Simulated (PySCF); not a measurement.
C3H9ClSi (SMILES C[Si](C)(C)Cl), singlet, at a GFN2-xTB geometry; M062X/def2-SVP (PySCF).

The PySCF input:
```python
from pyscf import gto, scf, dft

mol = gto.M(
    atom='''
C    -0.749786    1.596724   -0.367297
Si    0.169352    0.115071    0.399601
C     1.634702   -0.411308   -0.697683
C    -1.021455   -1.344569    0.682118
Cl    0.909135    0.694425    2.215661
H    -1.167217    1.342949   -1.336705
H    -1.567859    1.925730    0.267133
H    -0.085296    2.444611   -0.507256
H     2.175572   -1.246087   -0.260960
H     1.299491   -0.716841   -1.683894
H     2.342599    0.402248   -0.828328
H    -1.449671   -1.691182   -0.253232
H    -1.842562   -1.063858    1.335576
H    -0.512381   -2.186409    1.142728
''',
    basis='def2-svp',
    charge=0,
    spin=0,
    verbose=4,
)

mf = dft.RKS(mol)
mf.xc = 'm062x'
mf.kernel()
```

What the program printed (banner, timings and long lists left out):

```
PySCF version 2.14.0

[INPUT] verbose = 4
[INPUT] num. atoms = 14
[INPUT] num. electrons = 58
[INPUT] charge = 0
[INPUT] spin (= nelec alpha-beta = 2S) = 0
[INPUT] symmetry False subgroup None
[INPUT] Mole.unit = angstrom
[INPUT] Symbol           X                Y                Z      unit          X                Y                Z       unit  Magmom
[INPUT]  1 C     -0.749786000000   1.596724000000  -0.367297000000 AA   -1.416890192033   3.017371056520  -0.694090736374 Bohr   0.0
[INPUT]  2 Si     0.169352000000   0.115071000000   0.399601000000 AA    0.320028898647   0.217452674880   0.755136449102 Bohr   0.0
[INPUT]  3 C      1.634702000000  -0.411308000000  -0.697683000000 AA    3.089139075279  -0.777259472843  -1.318429791765 Bohr   0.0
[INPUT]  4 C     -1.021455000000  -1.344569000000   0.682118000000 AA   -1.930270198568  -2.540867165580   1.289016204636 Bohr   0.0
[INPUT]  5 Cl     0.909135000000   0.694425000000   2.215661000000 AA    1.718016160256   1.312273064051   4.186992474880 Bohr   0.0
[INPUT]  6 H     -1.167217000000   1.342949000000  -1.336705000000 AA   -2.205720457936   2.537805809259  -2.526006359337 Bohr   0.0
[INPUT]  7 H     -1.567859000000   1.925730000000   0.267133000000 AA   -2.962824111934   3.639102289859   0.504808208833 Bohr   0.0
[INPUT]  8 H     -0.085296000000   2.444611000000  -0.507256000000 AA   -0.161186079521   4.619645271099  -0.958574915042 Bohr   0.0
[INPUT]  9 H      2.175572000000  -1.246087000000  -0.260960000000 AA    4.111235244272  -2.354763157381  -0.493142929466 Bohr   0.0
[INPUT] 10 H      1.299491000000  -0.716841000000  -1.683894000000 AA    2.455682091337  -1.354633164859  -3.182098482798 Bohr   0.0
[INPUT] 11 H      2.342599000000   0.402248000000  -0.828328000000 AA    4.426870529680   0.760138554154  -1.565313061309 Bohr   0.0
[INPUT] 12 H     -1.449671000000  -1.691182000000  -0.253232000000 AA   -2.739481160724  -3.195870806794  -0.478539125976 Bohr   0.0
[INPUT] 13 H     -1.842562000000  -1.063858000000   1.335576000000 AA   -3.481937547531  -2.010400255428   2.523872858542 Bohr   0.0
[INPUT] 14 H     -0.512381000000  -2.186409000000   1.142728000000 AA   -0.968259761431  -4.131714206284   2.159442954872 Bohr   0.0

nuclear repulsion = 298.106757749247
number of shells = 61
number of NR pGTOs = 207
number of NR cGTOs = 123
basis = def2-svp
ecp = {}

******** <class 'pyscf.dft.rks.RKS'> ********
method = RKS
initial guess = minao
damping factor = 0
level_shift factor = 0
DIIS = <class 'pyscf.scf.diis.CDIIS'>
diis_start_cycle = 1
diis_space = 8
diis_damp = 0
SCF conv_tol = 1e-09
SCF conv_tol_grad = None
SCF max_cycles = 50
direct_scf = True
direct_scf_tol = 1e-13
XC library pyscf.dft.libxc version 7.1.2
    S. Lehtola, C. Steigemann, M. J. T. Oliveira, and M. A. L. Marques,  SoftwareX 7, 1–5 (2018)
XC functionals = m062x
    Y. Zhao and D. G. Truhlar,  Theor. Chem. Acc. 120, 215 (2008)
    Y. Zhao and D. G. Truhlar,  Theor. Chem. Acc. 120, 215 (2008)
radial grids:
    Treutler-Ahlrichs [JCP 102, 346 (1995); DOI:10.1063/1.469408] (M4) radial grids

becke partition: Becke, JCP 88, 2547 (1988); DOI:10.1063/1.454033
pruning grids: <function nwchem_prune>
grids dens level: 3
symmetrized grids: False
atomic radii adjust function: <function treutler_atomic_radii_adjust>
small_rho_cutoff = 0
Set gradient conv threshold to 3.16228e-05
Initial guess from minao.
tot grids = 168688
init E= -869.325739743765
  HOMO = -0.346555951767328  LUMO = 0.0273018706189436  gap/eV = 10.17319
cycle= 1 E= -869.051700794088  delta_E= 0.274  |g|= 0.38  |ddm|= 3.41
  HOMO = -0.320997978369786  LUMO = 0.082727753276715  gap/eV = 10.98594
cycle= 2 E= -869.072299301338  delta_E= -0.0206  |g|= 0.274  |ddm|= 0.786
  HOMO = -0.346034255941173  LUMO = 0.0790332128568418  gap/eV = 11.56667
cycle= 3 E= -869.092331503672  delta_E= -0.02  |g|= 0.0231  |ddm|= 0.335
  HOMO = -0.347982938466496  LUMO = 0.0808480650148793  gap/eV = 11.66909
cycle= 4 E= -869.09248608883  delta_E= -0.000155  |g|= 0.00777  |ddm|= 0.0373
  HOMO = -0.346839121396894  LUMO = 0.0807420891507853  gap/eV = 11.63508
cycle= 5 E= -869.092503141624  delta_E= -1.71e-05  |g|= 0.00104  |ddm|= 0.0124
  HOMO = -0.346848162831355  LUMO = 0.0807602092438562  gap/eV = 11.63582
cycle= 6 E= -869.092503470087  delta_E= -3.28e-07  |g|= 0.000417  |ddm|= 0.00213
  HOMO = -0.346908381357308  LUMO = 0.0807295692475232  gap/eV = 11.63662
cycle= 7 E= -869.092503519532  delta_E= -4.94e-08  |g|= 9.74e-05  |ddm|= 0.000674
  HOMO = -0.346898358854105  LUMO = 0.0807372324205047  gap/eV = 11.63656
cycle= 8 E= -869.092503522606  delta_E= -3.07e-09  |g|= 1.43e-05  |ddm|= 0.000148
  HOMO = -0.346899422599268  LUMO = 0.0807367421899992  gap/eV = 11.63657
cycle= 9 E= -869.092503522679  delta_E= -7.34e-11  |g|= 2.25e-06  |ddm|= 2.32e-05
  HOMO = -0.346899770406594  LUMO = 0.0807366682797674  gap/eV = 11.63658
Extra cycle  E= -869.092503522673  delta_E= 6.37e-12  |g|= 9.02e-07  |ddm|= 5.81e-06
converged SCF energy = -869.092503522673
```
